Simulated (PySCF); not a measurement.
C₈H₁₀F₄.
Structure used (PBE0-D3(BJ)/def2-SVP), in Å, numbered top down from 1:
```xyz
22
C8H10F4 angstrom
F     -2.2683    0.6491    1.8810
C     -0.9840    0.4421    1.4165
C     -0.6931    1.3827    0.2320
C     -0.4655    0.4181   -0.9427
C     -1.4598   -0.7005   -0.5990
C     -0.8735   -0.9496    0.7963
C      0.6086   -1.2134    0.4862
C      0.8597   -0.3494   -0.7759
C      2.1281    0.4645   -0.7262
F      2.1982    1.3239   -1.7489
F      2.2581    1.1808    0.4016
F      3.2021   -0.3324   -0.7958
H     -0.3008    0.5798    2.2705
H     -1.6003    1.9793    0.0571
H      0.1350    2.0773    0.4140
H     -0.5722    0.8852   -1.9306
H     -2.5031   -0.3547   -0.5663
H     -1.3894   -1.5728   -1.2668
H     -1.3516   -1.7208    1.4150
H      1.2658   -0.9328    1.3234
H      0.7855   -2.2775    0.2785
H      0.9922   -0.9952   -1.6579
```

Computed with TDDFT wB97X-D/def2-SVPD, vertical, gas phase, core orbitals frozen in the response in PySCF 2.14.0, density-fitted response routines.

Transition dipole moments from the ground state, in atomic units and in the frame of the coordinates above (overall signs are arbitrary), for the states with f of 0.002 or more among the lowest 8:

| state | E (eV) | μx | μy | μz |
| --- | --- | --- | --- | --- |
| S2 | 9.327 | 0.016 | -0.052 | 0.169 |
| S3 | 9.347 | 0.130 | -0.061 | 0.133 |
| S4 | 9.541 | -0.247 | -0.029 | -0.249 |
| S5 | 9.588 | 0.070 | -0.073 | -0.159 |
| S6 | 9.771 | -0.056 | -0.253 | -0.284 |
| S7 | 9.782 | -0.156 | 0.087 | 0.110 |
| S8 | 9.853 | 0.087 | 0.066 | 0.148 |

Problem. Work out the oscillator strengths.

Solution. f = (2/3) ΔE |μ|² with ΔE in hartree (27.2114 eV).

```csv
state,|μ|² (au),|μ| (D),f
S2,0.032,0.45,0.007
S3,0.038,0.50,0.009
S4,0.124,0.89,0.029
S5,0.036,0.48,0.008
S6,0.148,0.98,0.035
S7,0.044,0.53,0.011
S8,0.034,0.47,0.008
```

Problem. Which bond between heavy atoms lies closest to the direction of the S6 transition dipole?

Solution. C9–F11, at 10° from it; next C3–C4 at 17°.

Problem. What angle do the transition dipoles of S6 and S7 make?

Solution. |cos θ| = |μa·μb| / (|μa| |μb|) = 0.55, so θ ≈ 56° (taken between 0 and 90°, since the signs are arbitrary).

Time: 2.1 min wall, 4.6 min CPU; peak memory 2.0 GiB. Hardware: 2 threads, Intel Xeon Platinum 8259CL at 2.50 GHz (x86_64) (shared host).

Without π bonds the low states may be Rydberg-like; a valence basis with one diffuse set may place them up to an eV too high.
